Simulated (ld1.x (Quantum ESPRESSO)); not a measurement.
## Configuration tests for barium (TM)

| Quantity | Value |
| --- | --- |
| Element | Ba |
| Generator | ld1.x (Quantum ESPRESSO) 7.5 |
| Type | norm-conserving Troullier–Martins (Kleinman–Bylander form) |
| Functional | PW91 |
| Relativity | fully relativistic |
| Frozen core | [Xe] |
| Valence charge | 2 |
| Reference configuration | 5d0 6s1.75 6p0.25 |
| Partial waves | 6s (bound): rc 3.10 bohr; 6p (bound): rc 4.20 bohr; 5d (bound, empty): rc 3.10 bohr |
| Local potential | all-electron potential smoothed inside 4.20 bohr (lloc = -1) |
| Core correction | none |

Open shells are filled in proportion to 2j + 1 (rel_dist='average').

Energies are relative to the spin-unpolarised reference configuration 5d0 6s1.75 6p0.25; without spin polarisation the order of configurations can differ from experiment. The frozen-core shift is the all-electron ΔE with the core orbitals held at their reference shape minus the fully relaxed ΔE.

(1) Give the all-electron excitation energy and the error of the potential for: 5d0 6s2 6p0; 5d0 6s1 6p0; 5d0 6s1.5 6p0; 5d0 6s1 6p1; 5d1 6s1 6p0; 5d0 6s0 6p1; 5d0 6s0 6p2.

Results:

(1)

| valence configuration | charge | ΔE all-electron (eV) | error AE − PS (meV) | frozen-core shift (meV) |
| --- | --- | --- | --- | --- |
| 5d0 6s2 6p0 | 0 | -0.500 | +0.4 | +0.4 |
| 5d0 6s1 6p0 | +1 | 4.892 | -3.7 | +9.2 |
| 5d0 6s1.5 6p0 | +0.5 | 1.653 | -2.1 | +0.7 |
| 5d0 6s1 6p1 | 0 | 1.536 | +6.0 | +3.9 |
| 5d1 6s1 6p0 | 0 | 0.833 | +450 | +30 |
| 5d0 6s0 6p1 | +1 | 7.485 | +93 | +38 |
| 5d0 6s0 6p2 | 0 | 3.650 | +60 | +22 |

ld1.x printed “convergence not achieved” for 5 of the counted tests; their residual had stalled under 1e-8, short of the target of 1e-14.
